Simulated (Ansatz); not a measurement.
Stepwise reaction of `N#C[Si](F)(F)C#N` with hydrogen chloride, as a gas-phase model of exchange steps in deposition or etching. ΔE in kJ/mol; ΔG adds harmonic PBE0-D4 terms to CCSD(T)/CBS, at 1 bar.

Isolated molecules relaxed with PBE0-D4/def2-TZVP in Ansatz; ΔE leaves out vibrations. CBS: MP2 limit from def2 TZ/QZ plus the TZ coupled-cluster correction, frozen cores. This one scheme is used for every species. DFT in def2-TZVPP. B3LYP here is the variant with VWN-RPA as its local correlation; programs differ in this.

| step | reaction | PBE-D4 | B3LYP-D4 | ωB97M-V | CCSD(T)/CBS | ΔG(500 K) |
| --- | --- | --- | --- | --- | --- | --- |
| 1 | `N#C[Si](F)(F)C#N` + HCl → `N#C[Si](F)(F)Cl` + `C#N` | -76.4 | -76.5 | -80.5 | -77.7 | -73.8 |

(1) Give the row of step 2, `N#C[Si](F)(F)Cl` + HCl → `F[Si](F)(Cl)Cl` + `C#N`. (An estimate is asked.)

(2) By hand: ΔE of the 2 steps together at CCSD(T)/CBS.

Results:

(1) Ansatz gave: 
```json
{"step": "2", "reaction": "`N#C[Si](F)(F)Cl` + HCl → `F[Si](F)(Cl)Cl` + `C#N`", "PBE-D4": "-68.0", "B3LYP-D4": "-68.3", "ωB97M-V": "-72.4", "CCSD(T)/CBS": "-69.9", "ΔG(500 K)": "-60.7"}
```

(2) (-77.7) + (-69.9) = -147.6 kJ/mol, or -73.8 kJ/mol a step.

In ΔE each step is higher than the one before. All are downhill at CCSD(T)/CBS. ΔG lies between -73.8 and -60.7 kJ/mol a step. PBE-D4 differs from CCSD(T)/CBS by 1.3 to 1.9 kJ/mol a step. Isolated molecules leave out the surface, adducts and barriers. Largest T1 diagnostic: 0.014.
